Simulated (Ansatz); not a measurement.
A run for Ansatz (a quantum-chemistry and plane-wave program): R-CAM-B3LYP/def2-TZVPPD on HF (SMILES F). The basis file is the Basis Set Exchange's JSON of that set.

Ansatz 0.2 input:
```yaml
crystal:
  periodic: [false, false, false]
  atoms:
    - {symbol: F, position_ang: [-0.00000000, 0.00000000, 0.46222970]}
    - {symbol: H, position_ang: [0.00000000, -0.00000000, -0.46222970]}
basis:
  gaussian:
    orbitals: def2-TZVPPD.json
hamiltonian:
  xc: {name: CAM-B3LYP}
scf: {lower_state_search: off}
```

Output:

```
WARN ansatz: RAYON_NUM_THREADS=1 ignored (pool sized by the plan → 1); use --threads N
Functional definition: CAM-B3LYP
these checks for a lower state are left out or cut short: stability, starts, cluster_reference, orbital_swaps, neighbouring_geometries, increment
integrals: 0.00 GiB planned
256 factors; their error is unknown
integrals: 0.04 GiB planned
78 factors; integrals over basis functions are off by at most 5.2e-5 eV
mean field: 0.09 GiB planned
mean field evaluation 1: about -2732.4922 eV, gradient 3.2e1 eV
mean field evaluation 2: about -2731.5890 eV, gradient 4.3e1 eV
mean field evaluation 4: about -2733.9208 eV, gradient 2.1e-1 eV
mean field evaluation 8: about -2733.9279 eV, gradient 8.2e-3 eV
mean field -2733.92788699 eV, -100.4699967239 hartree, gradient 6.2e-6 eV, S^2 0.000000; 0 other end points of the search recorded, 0 dependent functions left out
reference -2733.92797256 eV, -100.4699998685 hartree; 5, 5 occupied and 52, 52 virtual orbitals, 256 factors
Total energy: -2733.92797256 eV, -100.4699998685 hartree
Checks for a lower state left out: stability, starts, cluster_reference, orbital_swaps, neighbouring_geometries, increment
```

The run converged.

Cost: about 0.22 core-seconds (a rough figure).
